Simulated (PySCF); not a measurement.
# HGeO + F₂ → GeOF + HF

Level: PBE0 in the def2-TZVP basis family, all electrons, no relativity, computed in PySCF with density fitting; open shells unrestricted.

| species | state and structure | E (Eh) | ZPE (kJ/mol) | H(298 K) − H(0) (kJ/mol) | S° (J/(mol K)) |
| --- | --- | --- | --- | --- | --- |
| HGeO | doublet, Cs, Ge–H 1.599 Å, Ge–O 1.651 Å; H–Ge–O 112.8° | -2152.45195 | 18.9 | 10.7 | 256.5 |
| F₂ | singlet, D∞h, F–F 1.376 Å | -199.40856 | 6.6 | 8.7 | 201.9 |
| GeOF | doublet, Cs, Ge–F 1.740 Å, Ge–O 1.673 Å; F–Ge–O 116.9° | -2251.69567 | 9.8 | 12.0 | 282.5 |
| HF | singlet, C∞v, H–F 0.920 Å | -100.39188 | 24.9 | 8.7 | 173.6 |

Question: What is the electronic reaction energy?

Answer: At PBE0/def2-TZVP, ΔE = -596.1 kJ/mol from the differences of the total energies times 2625.5, downhill. 

Question: Add zero-point, thermal and entropy terms for 298.15 K and 1 bar.

Answer: ΔZPE = 9.2 and Δ[H(298) − H(0)] = 1.3 kJ/mol give ΔH° = -585.6 kJ/mol. ΔS° = -2.3 J/(mol K), so ΔG° = -585.6 − 298.15 × (-0.0023) = -585 kJ/mol.

The structures come from searches over a few start shapes, so lower isomers are not excluded.
